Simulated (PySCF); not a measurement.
Nb(CH2)Cl3, CH2Cl3Nb (singlet state).
Z-matrix (Å and degrees, PBE0-D3(BJ)/def2-SVP geometry), rows numbered from 1:
```
Nb
C   1  1.8781
H   2  1.1025  1  118.03
H   2  1.0992  1  125.77  3   176.01
Cl  1  2.2720  2  107.08  3   160.54
Cl  1  2.2758  2  106.39  3    31.13
Cl  1  2.3002  2  103.74  3   -82.96
```

The closed-shell ground state was solved at several levels (PySCF, density fitting, gas phase). Atoms past krypton carry effective core potentials; spin–orbit coupling is left out.

| level | basis functions | HOMO (eV) | LUMO (eV) | gap (eV) | dipole (D) |
| --- | --- | --- | --- | --- | --- |
| B3LYP/pcSseg-1 (def2-TZVP on Nb) | 139 | -7.11 | -3.55 | 3.56 | 1.41 |
| CAM-B3LYP/def2-SVPD | 151 | -8.63 | -2.24 | 6.39 | 1.52 |

(1) What might PBE0/pcSseg-1 (def2-TZVP on Nb) (139 basis functions) give for the same quantities?

(2) Over all these levels, which gives the widest orbital gap and which the narrowest?

(3) How far do the dipole and the HOMO energy spread over the levels?

Answers

(1) HOMO -7.38 eV, LUMO -3.40 eV, gap 3.98 eV, dipole 1.49 D.

(2) CAM-B3LYP/def2-SVPD (range-separated hybrid) has the widest, 6.39 eV, and B3LYP/pcSseg-1 (def2-TZVP on Nb) (global hybrid, 20 % exact exchange) the narrowest, 3.56 eV. Functional and basis both differ between the two, so the spread mixes both effects.

(3) The dipole runs from 1.41 to 1.52 D (mean 1.47 D) and the HOMO from -8.63 to -7.11 eV.
